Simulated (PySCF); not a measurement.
In(Cl)2(OAc) (C2H3Cl2InO2), SMILES CC(=O)[O][In]([Cl])[Cl].

Coordinates come from a PBE0-D3(BJ)/def2-SVP optimisation. The def2 effective core potentials stand for the cores of In; spin–orbit coupling is left out. One conformer was computed; it need not be the lowest.

The numbers are results of PBE0-D3(BJ)/def2-SVP (PySCF 2.14.0), not measurements.

Frequencies are harmonic and unscaled.

Computed vibrational spectrum:
```csv
mode,ν (cm⁻¹),IR (km/mol),moving atoms (share of kinetic energy)
1,18,0.8,H 99 %
2,55,0.3,"Cl 43 %, C 33 %, In 13 %, H 12 %"
3,87,10.4,"Cl 79 %, In 13 %"
4,91,8.2,"Cl 45 %, In 44 %"
5,97,0.0,"O 88 %, Cl 12 %"
6,180,21.2,"O 54 %, C 22 %, H 12 %"
7,237,9.2,"O 54 %, C 26 %, H 14 %"
8,311,10.4,"Cl 32 %, C 27 %, O 26 %, In 11 %"
9,376,54.8,"Cl 60 %, In 28 %"
10,404,61.5,"Cl 68 %, In 32 %"
11,483,0.0,"O 69 %, H 19 %, C 11 %"
12,628,11.4,"C 44 %, H 35 %, O 21 %"
13,740,60.3,"O 56 %, C 34 %, H 10 %"
14,1006,4.2,"O 67 %, C 24 %, H 9 %"
15,1020,3.4,"H 66 %, C 24 %, O 10 %"
16,1059,13.9,"C 49 %, H 47 %"
17,1360,1.1,"H 76 %, C 20 %"
18,1423,43.0,H 94 %
19,1444,23.3,H 93 %
20,1546,269.4,"C 72 %, O 23 %"
21,1620,262.8,"C 68 %, O 28 %"
22,3084,0.2,H 97 %
23,3183,1.6,"H 91 %, C 9 %"
24,3224,0.0,"H 90 %, C 10 %"
```
